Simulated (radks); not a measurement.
Spherical quantum dot in the effective-mass picture: electrons in a parabolic well V = omega^2 r^2 / 2 with omega = 2.31, all in effective atomic units (hartree* = m*/eps^2 hartree, bohr* = eps/m* bohr), one dielectric constant everywhere. Method: non-relativistic Kohn-Sham, LDA (Slater exchange, Perdew-Wang correlation), spin-polarised, spherical densities; computed with a radial shooting solver with Libxc functionals. Levels are named by radial order and angular momentum (1s, 1p, 1d, 2s, ...), and open shells are averaged over m.

N = 4, configuration 1s2 1p(up 2, down 0). This is the lowest configuration that the search found. Occupied and some empty levels:

| level | occupation | eigenvalue (hartree*) | <r> (bohr*) |
|---|---|---|---|
| 1s up | 1 | 6.7063 | 0.8164 |
| 1s down | 1 | 6.8780 | 0.8129 |
| 1p up | 2 | 8.6305 | 1.057 |
| 1p down | 0 | 8.8151 | 1.060 |
| 1d up | 0 | 10.665 | 1.246 |
| 1d down | 0 | 10.836 | 1.253 |
| 2s up | 0 | 10.849 | 1.149 |
| 2s down | 0 | 10.973 | 1.155 |
| 1f up | 0 | 12.772 | 1.407 |
| 1f down | 0 | 12.920 | 1.415 |

Energy (hartree*): total 23.9425, kinetic 8.0013, external 10.694, Hartree 7.6612, exchange-correlation -2.4143.

Electron density:

| r (bohr*) | n(r) (e/bohr*^3) |
|---|---|
| 0.0903 | 0.8995 |
| 0.191 | 0.8894 |
| 0.292 | 0.8691 |
| 0.392 | 0.8350 |
| 0.493 | 0.7840 |
| 0.593 | 0.7153 |
| 0.694 | 0.6306 |
| 0.795 | 0.5346 |
| 0.895 | 0.4345 |
| 0.996 | 0.3373 |
| 1.10 | 0.2493 |
| 1.20 | 0.1760 |
| 1.30 | 0.1177 |
| 1.40 | 0.07504 |
| 1.50 | 0.04525 |
| 1.60 | 0.02589 |
| 1.70 | 0.01415 |
| 1.80 | 0.007294 |
| 1.90 | 0.003598 |
| 2.00 | 0.001674 |
